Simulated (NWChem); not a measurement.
System meant: C2H4BF2N; SMILES N(/C)=C\B(F)F

NWChem input:

```
start job
memory heap 200 mb stack 900 mb global 1100 mb
geometry units angstroms noautosym nocenter noautoz
  C      0.082416     2.678558    -0.000865
  N     -0.364347     1.319010    -0.001916
  C      0.496395     0.381635     0.002367
  B      0.015207    -1.110945     0.000516
  F      0.901198    -2.090905    -0.000635
  F     -1.255315    -1.440859     0.000072
  H     -0.343249     3.194419     0.875749
  H     -0.334564     3.192905    -0.882534
  H      1.184146     2.798627     0.004437
  H      1.587043     0.601977     0.006987
end
basis spherical
  C library def2-svp
  N library def2-svp
  B library def2-svp
  F library def2-svp
  H library def2-svp
end
dft
  xc m06-2x
  iterations 150
end
property
  shielding 9 1 2 3 4 5 6 7 9 10
end
task dft property
```

End of the output:

```
 Vector   26  Occ=0.000000D+00  E= 1.254721D-01
              MO Center=  2.2D-01,  1.9D-01,  7.4D-03, r^2= 9.0D+00
   Bfn.  Coefficient  Atom+Function         Bfn.  Coefficient  Atom+Function
  ----- ------------  ---------------      ----- ------------  ---------------
    45      1.938354   4 B  s                 3      1.577606   1 C  s
    31     -1.068395   3 C  s                96     -0.800774   9 H  s
    86     -0.747070   7 H  s                91     -0.744917   8 H  s
    59     -0.473195   5 F  s                36      0.424843   3 C  py
    73     -0.353373   6 F  s                 8      0.313128   1 C  py

 center of mass
 --------------
 x =  -0.05410777 y =  -0.29623497 z =  -0.00018984

 moments of inertia (a.u.)
 ------------------
         987.160103705098           6.130620602750          -0.076234567943
           6.130620602750         199.744355862135           0.144938557169
          -0.076234567943           0.144938557169        1175.776273911167

     Multipole analysis of the density
     ---------------------------------

     L   x y z        total         alpha         beta         nuclear
     -   - - -        -----         -----         ----         -------
     0   0 0 0     -0.000000    -23.000000    -23.000000     46.000000

     1   1 0 0      0.603418      0.391665      0.391665     -0.179911
     1   0 1 0      0.815772      0.368622      0.368622      0.078528
     1   0 0 1      0.002349      0.003299      0.003299     -0.004248

     2   2 0 0    -26.923980    -63.621199    -63.621199    100.318418
     2   1 1 0      0.856311     -0.352160     -0.352160      1.560631
     2   1 0 1     -0.001828     -0.030538     -0.030538      0.059247
     2   0 2 0    -23.669064   -277.694351   -277.694351    531.719638
     2   0 1 1     -0.001870      0.037877      0.037877     -0.077625
     2   0 0 2    -23.697593    -14.609122    -14.609122      5.520651

          -----------------------------------------
          Chemical Shielding Tensors (GIAO, in ppm)
          -----------------------------------------

 ------------------------------------------------------------------------
  xm06: d2 not coded                    0
 ------------------------------------------------------------------------
 ------------------------------------------------------------------------
  current input line :
    29: task dft property
 ------------------------------------------------------------------------
 ------------------------------------------------------------------------
 This error has not yet been assigned to a category
 ------------------------------------------------------------------------
 For more information see the NWChem manual at https://nwchemgit.github.io

0: xm06: d2 not coded:Received an Error in Communication
```

Problem. Find the fault in this run and fix the input.

Solution. The run crashed. Cause: this functional's second derivatives, which shieldings need, aren't coded here; the fix takes a hybrid GGA instead. This input runs:
```
start job
memory heap 200 mb stack 900 mb global 1100 mb
geometry units angstroms noautosym nocenter noautoz
  C      0.082416     2.678558    -0.000865
  N     -0.364347     1.319010    -0.001916
  C      0.496395     0.381635     0.002367
  B      0.015207    -1.110945     0.000516
  F      0.901198    -2.090905    -0.000635
  F     -1.255315    -1.440859     0.000072
  H     -0.343249     3.194419     0.875749
  H     -0.334564     3.192905    -0.882534
  H      1.184146     2.798627     0.004437
  H      1.587043     0.601977     0.006987
end
basis spherical
  C library def2-svp
  N library def2-svp
  B library def2-svp
  F library def2-svp
  H library def2-svp
end
dft
  xc pbe0
  iterations 150
end
property
  shielding 9 1 2 3 4 5 6 7 9 10
end
task dft property
```
It converges to -357.35375 Ha (PBE0/def2-SVP, GIAO).
